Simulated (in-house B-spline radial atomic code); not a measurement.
Ionisation energies with and without relativity, with size and susceptibility from the Dirac run. Dirac energy differences include first-order Breit, QED and recoil terms. NIST's values go from ground level to ground level; the uncertainty of those that are theory runs from under 0.1 % in few-electron ions to several per cent in heavy many-electron ones. Computed with an all-electron radial atomic-structure program (B-spline basis): non-relativistic Hartree-Fock and Dirac-Hartree-Fock, averages of the configuration (point nuclei without relativity, finite nuclei with it).

| ion | configuration | configuration after | ionisation non-relativistic (eV) | ionisation Dirac Breit and QED (eV) | tabulated value (eV) | radius at density 0.001 (bohr) | diamagnetic susceptibility (10⁻⁶ cm³/mol) |
| --- | --- | --- | --- | --- | --- | --- | --- |
| Ga2+ | [Ar] 3d10 4s1 | [Ar] 3d10 | 29.18 | 29.61 | 30.72576 | 3.335 | -14.005 |
| Ge2+ | [Ar] 3d10 4s2 | [Ar] 3d10 4s1 | 31.73 | 32.19 | 34.0576 | 3.468 | -15.697 |
| As2+ | [Ar] 3d10 4s2 4p1 | [Ar] 3d10 4s2 | 27.33 | 27.36 | 28.349 | 3.601 | -17.819 |
| Se2+ | [Ar] 3d10 4s2 4p2 | [Ar] 3d10 4s2 4p1 | ? | ? | ? | ? | ? |
| Br2+ | [Ar] 3d10 4s2 4p3 | [Ar] 3d10 4s2 4p2 | 33.05 | 33.10 | 34.871 | 3.556 | -19.997 |
| Kr2+ | [Ar] 3d10 4s2 4p4 | [Ar] 3d10 4s2 4p3 | ? | ? | ? | ? | ? |
| Rb2+ | [Ar] 3d10 4s2 4p5 | [Ar] 3d10 4s2 4p4 | 39.04 | 39.10 | 39.247 | 3.411 | -20.752 |
| Sr2+ | [Ar] 3d10 4s2 4p6 | [Ar] 3d10 4s2 4p5 | 42.13 | 42.22 | 42.88353 | 3.332 | -20.846 |

**Question.** Fill in the row of Se2+.

**Answer.** ionisation non-relativistic (eV): 30.16; ionisation Dirac Breit and QED (eV): 30.20; tabulated value (eV): 31.697; radius at density 0.001 (bohr): 3.604; diamagnetic susceptibility (10⁻⁶ cm³/mol): -19.161.

**Question.** Fill in the row of Kr2+.

**Answer.** ionisation non-relativistic (eV): 36.01; ionisation Dirac Breit and QED (eV): 36.07; tabulated value (eV): 35.838; radius at density 0.001 (bohr): 3.488; diamagnetic susceptibility (10⁻⁶ cm³/mol): -20.493.
